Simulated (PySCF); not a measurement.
Sn(H)(SH)3 (H4S3Sn), SMILES [SH][SnH]([SH])[SH].

Geometry: PBE0-D3(BJ)/def2-SVP. The structure was generated by enumeration; whether it is a known compound was not checked. The def2 effective core potentials stand for the cores of Sn; spin–orbit coupling is left out. Other conformers were not sampled.

Two levels are set side by side: PBE/def2-TZVP (PySCF) and CAM-B3LYP/def2-TZVP (PySCF). Same geometry, gas phase. Differences are taken from unrounded values.

```csv
quantity,CAM-B3LYP,PBE,PBE minus CAM-B3LYP
orbital gap (eV),8.17,3.80,-4.37
highest occupied level (eV),-8.86,-6.34,2.52
lowest empty level (eV),-0.69,-2.54,-1.85
dipole moment (D),0.19,0.26,0.08
mean polarisability (bohr³),98.2,102.1,3.9
```

PBE's occupied levels lie high since its potential decays too fast outside the molecule; exact exchange lowers them and widens the gap. PBE's more diffuse valence density responds more strongly to a field. Differences between two approximate levels are no errors against the true value.

Rough cost on one machine, each run with all the roots and properties that it gave: CAM-B3LYP against PBE within a factor of 2.
